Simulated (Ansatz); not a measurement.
Energy needed to pull apart CBF2N (SMILES N#CB(F)F), closed shell, into free ground-state atoms, from the structure below (displaced at random from a GFN2-xTB minimum); no zero-point or spin–orbit terms; open-shell atoms are treated unrestricted, in their ground-state multiplicity.

```json
{"atom": "N1", "x (Å)": "-0.7283", "y (Å)": "1.7794", "z (Å)": "0.7809"}
{"atom": "C2", "x (Å)": "-0.3705", "y (Å)": "0.8460", "z (Å)": "0.3850"}
{"atom": "B3", "x (Å)": "0.1985", "y (Å)": "-0.5406", "z (Å)": "-0.1681"}
{"atom": "F4", "x (Å)": "1.4743", "y (Å)": "-0.8820", "z (Å)": "-0.0188"}
{"atom": "F5", "x (Å)": "-0.5073", "y (Å)": "-1.3485", "z (Å)": "-0.9917"}
```

Computed with Ansatz 0.2.0 (basis: def2-TZVPP); correlated methods freeze the cores.

| method | atomization energy (eV) |
| --- | --- |
| PBE-D4 | 27.27 |
| r2SCAN-D4 | 26.12 |
| PBE0-D4 | 26.15 |
| r2SCANh-D4 | 25.75 |
| HSE06-D4 | 26.18 |
| wB97M-V | ? |
| HF | 18.37 |
| MP2 | 26.59 |
| CCSD | ? |
| CCSD(T) | 25.12 |

What does wB97M-V give? (Judge from chemistry; the value comes from the calculation.)

By the calculation: 26.24 eV, which is about 1.12 eV more than CCSD(T)/def2-TZVPP.

What does CCSD give? (To be estimated.)

By the calculation: 24.53 eV, which is about 0.59 eV less than CCSD(T)/def2-TZVPP.

In triple zeta the MP2 and coupled-cluster atomization energies are still short of their basis limit by a few kcal/mol a bond, whereas those of the functionals are nearly converged, so these differences are not deviations from converged CCSD(T).

No T1 diagnostic of these runs exceeds 0.014.

For scale, one of the runs: CCSD(T)/def2-TZVPP forces, 155 basis functions (an equivalent command: `ansatz run in.yaml --threads 4`). Hardware: 4 CPU threads, shared host. Wall time 110 s; peak host memory 2.2 GiB.
